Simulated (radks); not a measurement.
The numbers below are computed, except where a source is named.
Spherical quantum dot in the effective-mass picture: electrons in a well V = -V0 / (1 + exp((r - R)/a)) with V0 = 22.4, R = 2.45, a = 0.23, with a point charge +1 (a donor) at the centre, all in effective atomic units (hartree* = m*/eps^2 hartree, bohr* = eps/m* bohr), one dielectric constant everywhere. Level of theory: non-relativistic Kohn-Sham, exchange-only LDA, spin-polarised, spherical densities (a radial shooting solver with Libxc functionals). Levels are named by radial order and angular momentum (1s, 1p, 1d, 2s, ...), and open shells are averaged over m. Results are scaled to m* = 0.561 and eps = 11.4, for which hartree* = 117.5 meV and bohr* = 1.075 nm.

N = 21, configuration 1s2 1p6 1d10 2s2 1f(up 1, down 0). This is the lowest configuration that the search found. Occupied and some empty levels:

level,occupation,eigenvalue (meV),<r> (nm)
1s up,1,-1145.7,1.459
1s down,1,-1143.5,1.454
1p up,3,-1064.2,1.656
1p down,3,-1061.4,1.654
1d up,5,-951.69,1.772
1d down,5,-948.65,1.772
2s up,1,-867.02,1.220
2s down,1,-865.64,1.222
1f up,1,-810.17,1.864
1f down,0,-807.00,1.864
2p up,0,-658.76,1.479
2p down,0,-657.06,1.479
1g up,0,-643.14,1.944
1g down,0,-639.92,1.944
2d up,0,-460.38,1.651
2d down,0,-458.41,1.650

Energy (meV): total -35283.3, kinetic 5049.7, external -53955, Hartree 15048, exchange-correlation -1426.6.

Electron density:

r (nm),n(r) (e/nm^3)
0.0690,1.420
0.329,0.8649
0.589,0.5412
0.850,0.4024
1.11,0.4142
1.37,0.5041
1.63,0.5436
1.89,0.4283
2.15,0.2136
2.41,0.05992
2.67,0.009180
2.93,0.0008782
3.19,0.00006545
3.45,4.492e-06
